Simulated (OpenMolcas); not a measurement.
Computed levels of 3s2 3p in ions with 13 electrons, in cm-1 above 2P* 1/2.

```yaml
Program: OpenMolcas
Method: SS-CASPT2, IPEA 0.25 Eh, imaginary shift 0.1 Eh
Basis: ANO-R3
Scalar_Hamiltonian: X2C, finite nucleus
Spin-orbit_coupling: RASSI with atomic mean-field integrals over the reference wave functions, term energies averaged over their components
```

Active space for each ion: 3 electrons in 4 orbitals (3s 3p); closed shells correlated by CASPT2: 2s 2p.

| Level | Al | Si+ | P2+ | S3+ | Ar5+ |
| --- | --- | --- | --- | --- | --- |
| 2P* 3/2 | 104 | 258 | 495 | 851 | 2020 |

Question: Estimate 2P* 3/2 for Cl4+ from its neighbours S3+ and Ar5+.

Answer: 2P* 3/2 is fine structure, which grows about as the fourth power of a screened charge, so the fourth roots are averaged: ((851^0.25 + 2020^0.25) / 2)^4 = 1342. The calculation gives 1350, so the estimate is off by -0.6 %.

Over all roots computed the reference weight is 0.92 to 0.97 in Al, 0.91 to 0.98 in Si+, 0.87 to 0.98 in P2+, 0.87 to 0.98 in S3+, 0.88 to 0.99 in Cl4+, 0.88 to 0.99 in Ar5+; the roots of lowest weight are the least certain, and an intruder state may touch them. Only configurations of the active space appear.

* marks odd parity.
